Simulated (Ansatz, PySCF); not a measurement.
The pair A = PH3 (SMILES P) (first 4 atoms), B = H4OSi (SMILES O[SiH3]); geometry from B3LYP-D3(BJ)/def2-TZVP.
(charge 0, multiplicity 1):
```xyz
10

P     -0.24764     0.17428    -0.36628
H      0.82048    -0.50433    -0.99941
H     -1.26218    -0.59183    -0.98737
H     -0.29698     1.22822    -1.30892
O     -0.21128     0.73651     3.04062
Si     0.19617    -0.59493     3.91836
H     -0.24304     0.64595     2.07732
H     -0.75321    -1.71717     3.70055
H      0.15965    -0.18871     5.33828
H      1.55610    -1.08977     3.58101
```

Correlated levels freeze the cores. Rows in 6-31G* carry no dispersion term and start afresh at each structure (6-31G* with six Cartesian d functions). MP2/6-31G* freezes PySCF's default core.

Programs: Ansatz (Gaussian orbitals); PySCF for 6-31G* rows. 

Total energies (hartree), monomers frozen at their geometry in the pair:

| structure | PBE/def2-TZVPPD | MP2/6-31G* | MP2/aug-cc-pV(D+d)Z |
|---|---|---|---|
| AB | -709.9473598 | -708.9484282 | -709.1184984 |
| A in the pair's basis | -342.9838110 | -342.5536533 | -342.6205364 |
| B in the pair's basis | -366.9576287 | -366.3910845 | -366.4930279 |
| A | -342.9837008 | -342.5516997 | -342.6195052 |
| B | -366.9575748 | -366.3900693 | -366.4924147 |

### Question
Work out the interaction energy without and with the counterpoise correction, and the superposition error, for each level.

### Answer

E(AB) − E(A) − E(B), times 627.509 kcal/mol, with the monomers in their own basis and then in the pair's basis:
- PBE/def2-TZVPPD: -3.82 uncorrected, -3.71 corrected; the monomers gain 0.10 kcal/mol from borrowed functions
- MP2/6-31G*: -4.18 uncorrected, -2.32 corrected; the monomers gain 1.86 kcal/mol from borrowed functions
- MP2/aug-cc-pV(D+d)Z: -4.13 uncorrected, -3.10 corrected; the monomers gain 1.03 kcal/mol from borrowed functions

Ansatz is a quantum-chemistry and plane-wave program.
